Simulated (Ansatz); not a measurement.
An input meant for Sn(SH)H3 (SnH₄S) (charge 0, singlet).

```yaml
crystal:
  periodic: [false, false, false]
  atoms:
    - {symbol: Sn, position_ang: [0.195739, -0.012728, -0.565327]}
    - {symbol: S, position_ang: [0.276842, 0.021291, 1.860894]}
    - {symbol: H, position_ang: [-1.071179, 0.051284, 1.986614]}
    - {symbol: H, position_ang: [1.840060, -0.017143, -1.050160]}
    - {symbol: H, position_ang: [-0.623374, 1.388401, -1.133895]}
    - {symbol: H, position_ang: [-0.618089, -1.431105, -1.098116]}
basis:
  gaussian: {orbitals: STO-3G}
magnetization: {spin_polarized: true, initial_magnetization: 6}
hamiltonian: {xc: {name: BLYP}}
scf: {lower_state_search: off}
```

```sh
$ ansatz run in.yaml --threads 4 --pin off --events-out ev --progress --plain --max-ram 3916MiB
```

It prints (some lines left out):

```
Functional definition: BLYP
506 factors; integrals over basis functions are off by at most 3.4e-5 eV
mean field evaluation 1: about -173071.6700 eV, gradient 1.4e1 eV
mean field evaluation 2: about -173052.4237 eV, gradient 2.7e1 eV
mean field evaluation 4: about -173070.0782 eV, gradient 1.4e1 eV
mean field evaluation 8: about -173074.3716 eV, gradient 1.9e-1 eV
mean field evaluation 16: about -173074.3932 eV, gradient 3.5e-6 eV
mean field -173074.39324541 eV, -6360.3666377314 hartree, gradient 5.0e-6 eV, S^2 12.001578; 0 other end points of the search recorded, 0 dependent functions left out
reference -173074.39346076 eV, -6360.3666456457 hartree; 38, 32 occupied and 2, 8 virtual orbitals, 506 factors
Total energy: -173074.39346076 eV, -6360.3666456457 hartree
Checks for a lower state left out: stability, starts, cluster_reference, orbital_swaps, neighbouring_geometries, increment
```

In this input the spin is set far too high (6 unpaired electrons typed, 0 in the singlet as meant). Self-consistency was reached. The result belongs to that input, not to the species as meant.
